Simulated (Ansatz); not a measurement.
Consider the ligand exchange at the Si–C bond: `[F][AlH][NH]C[SiH3]` + `CO[SiH](O)Br` → `CO[SiH](Br)O[SiH3]` + `C[NH][AlH][F]`.

Computed with Ansatz on PBE0-D4/def2-TZVP structures; ΔE is electronic, products minus reactants. CCSD(T)/CBS adds triple-zeta CCSD(T) − MP2 to the extrapolated MP2 energy (def2 sets, frozen cores). Functionals use def2-TZVPP. B3LYP here is the variant with VWN-RPA as its local correlation; programs differ in this. For Br outer-core shells are correlated without core-valence functions, which leaves a few kJ/mol of doubt a bond. Scalar relativity is left out up to krypton. Each species was taken in one conformer, which may not be the lowest.

CCSD(T)/CBS gives -28.1 kcal/mol.

Q: Another level gave -23.7 kcal/mol. Which?
A. PBE0-D4/def2-TZVPP
B. PBE-D4/def2-TZVPP
C. HF/def2-TZVPP
D. B3LYP/def2-TZVPP

A: B. PBE-D4 -23.7, B3LYP -28.2, PBE0-D4 -25.5, HF/def2-TZVPP -33.7 kcal/mol.

Largest T1 diagnostic among the species: 0.012.

In def2-TZVPP, CCSD(T) changes the Hartree–Fock value by +5.7 kcal/mol (the triples alone add +0.9 kcal/mol) and MP2 by +5.2 kcal/mol. From PBE to PBE0 (25 % exact exchange), in def2-TZVPP and without D4, ΔE moves by −1.8 kcal/mol.

CCSD(T)/CBS has its own doubt, a few kJ/mol and more with outer-core shells, so smaller differences from it don't rank the levels.
